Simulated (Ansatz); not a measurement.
Abridged output of a molecular run in Ansatz:

```
Functional definition: HF
1716 factors; integrals over basis functions are off by at most 1.1e-3 eV
mean field evaluation 1: about -30561.4435 eV, gradient 4.4e1 eV
mean field evaluation 2: about -30561.7715 eV, gradient 4.4e1 eV
mean field evaluation 4: about -30566.2297 eV, gradient 4.1e0 eV
mean field evaluation 8: about -30566.3295 eV, gradient 3.7e-1 eV
mean field evaluation 16: about -30566.3304 eV, gradient 1.4e-6 eV
mean field -30566.33036583 eV, -1123.2919223414 hartree, gradient 1.4e-6 eV, S^2 0.000000; 0 other end points of the search recorded, 0 dependent functions left out
18 core orbitals not correlated: weight in the atoms' cores, before any rotation towards them, 1.000 or more for the frozen orbitals, at most 0.000 for the correlated occupied ones
reference -30566.33036583 eV, -1123.2919223414 hartree; 17, 17 occupied and 254, 254 virtual orbitals, 1716 factors
second order -26.96684028 eV of doubles, -0.00000000 eV of singles
cycle   1  -27.39825694 eV  change   -4.3e-1 eV  update   1.2e-1
cycle   2  -28.06936167 eV  change   -6.7e-1 eV  update   3.6e-2
cycle   3  -28.22753805 eV  change   -1.6e-1 eV  update   2.0e-2
cycle   4  -28.21145572 eV  change    1.6e-2 eV  update   5.1e-3
cycle   5  -28.20777761 eV  change    3.7e-3 eV  update   2.5e-3
cycle   6  -28.20885144 eV  change   -1.1e-3 eV  update   8.8e-4
cycle   7  -28.20835298 eV  change    5.0e-4 eV  update   3.5e-4
cycle   8  -28.20822608 eV  change    1.3e-4 eV  update   1.3e-4
cycle   9  -28.20830687 eV  change   -8.1e-5 eV  update   5.5e-5
cycle  10  -28.20831455 eV  change   -7.7e-6 eV  update   2.1e-5
perturbative correction -1.18187332 eV, -0.0434330436 hartree
Total energy: -30595.72055371 eV, -1124.3719918244 hartree
```

Its atoms:

```xyz
11

F     1.2516   -3.2141   -0.8922
Al    0.5956   -1.7458   -0.5349
Si    0.8154   -0.0407    1.1787
N    -0.0549    1.1372    0.2147
C    -1.1370    0.6870   -0.6041
S    -0.7925   -0.7049   -1.8414
H     0.1166   -0.2867    2.4710
H     2.1615    0.5202    1.4666
H     0.5183    1.8267   -0.2489
H    -1.5174    1.4973   -1.2245
H    -1.9573    0.3238    0.0149
```

(1) Which basis set was used?
A. def2-TZVPPD
B. cc-pV(D+d)Z
C. cc-pV(Q+d)Z
D. def2-TZVPP

(2) Write the keys of the input that set method, charge and spin (a neutral closed shell needs none for the last two).

## Answers

(1) D. It gives 289 functions.

(2) 
```yaml
correlation: {method: ccsd_t}
```
